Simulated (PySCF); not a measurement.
**NMR problem set**

How the numbers were obtained: geometry: GFN2-xTB, shielding tensors at PBE0/pcSseg-1 (GIAO), in PySCF 2.14.0 with density-fitted response routines (fast rotation and ring inversion assumed for equivalent nuclei, relativity neglected, no solvent, one computed conformer).

δ = σ(ref) − σ, references computed at the same level: $^{1}$H (σref 31.72), $^{13}$C (σref 186.93) vs TMS. Splittings of carbon signals by F and P are missing where no couplings were computed. Where no couplings were computed, multiplicities follow the n + 1 count of equivalent neighbours, and m marks all less simple cases (inequivalent or close neighbours, rings, F or P nearby). Shifts are as computed. Against solution values, carbons near 30 ppm lie about +3 ppm off and those near 130 ppm about +5 ppm. Of 1211 compounds with measured shifts, 218 miss one by over three times the rms of a fit or turn the order of signals round; such compounds aren't used in these exercises.

Q: C3H10FNSi2. $^{1}$H NMR (400 MHz, computed): δ 5.98 (m, 1H), 5.24 (m, 2H), 5.04 (m, 1H), 4.68 (s, 3H), 1.89 (d, 3H). $^{13}$C{$^{1}$H} NMR (computed): δ 133.4 (CH), 110.3 (CH), 19.4 (CH3). What is it?

A: SMILES C/C=C/N([SiH3])[SiH2]F. Rings plus π bonds: 1 (no ring in the answer). 3 carbon signals for 3 carbons: no two carbons are equivalent. Carbon types of the structure: 2 × CH, 1 × CH3, leaving 5 H on heteroatoms. δC 133.4: alkene carbon bearing nitrogen; as expected for a trigonal carbon in a double bond. δC 110.3: β carbon of an enol-ether or enamine type C=C; the O or N lone pair pushes π density onto this β carbon and shields it. δC 19.4: allylic methyl carbon; aliphatic region, no heteroatom directly attached. δH 5.04: hydrogen on a β carbon of an enol-ether or enamine type C=C; lone-pair donation from O or N shields it, upfield of ordinary alkene protons.

This is the structure that produced the data.

Q: C10H14. $^{1}$H NMR (400 MHz, computed): δ 6.33 (m, 1H), 6.22 (m, 1H), 5.50 (m, 1H), 5.47 (m, 1H), 5.46 (m, 1H), 5.27 (m, 1H), 2.50 (m, 1H), 2.35 (m, 1H), 2.24 (m, 1H), 2.17 (m, 1H), 2.07 (m, 1H), 2.05 (m, 1H), 1.43 (m, 1H), 1.12 (m, 1H). $^{13}$C{$^{1}$H} NMR (computed): δ 151.5 (CH), 146.5 (CH), 121.1 (CH2), 120.1 (CH2), 58.2 (CH), 48.5 (CH), 47.5 (CH), 43.7 (CH), 39.5 (CH2), 33.2 (CH2). What is it?

A: SMILES [C@H]12[C@H](C=C)[C@H](C1)C[C@@H]2C=C. Rings plus π bonds: 4 (2 rings in the answer). 10 carbon signals for 10 carbons: no two carbons are equivalent. Carbon types of the structure: 6 × CH, 4 × CH2, which accounts for all hydrogens. δC 151.5, 146.5: alkene CH; as expected for a trigonal carbon in a double bond. δC 121.1, 120.1: terminal =CH2 carbon; the olefinic region. δC 39.5, 33.2: sp3 CH2 in a ring; saturated and bonded to C and H only. δH 6.33, 6.22: hydrogen on an alkene CH; attached to an sp2 carbon and in the plane of the double bond.

The data come from this structure; uniqueness wasn't tested.
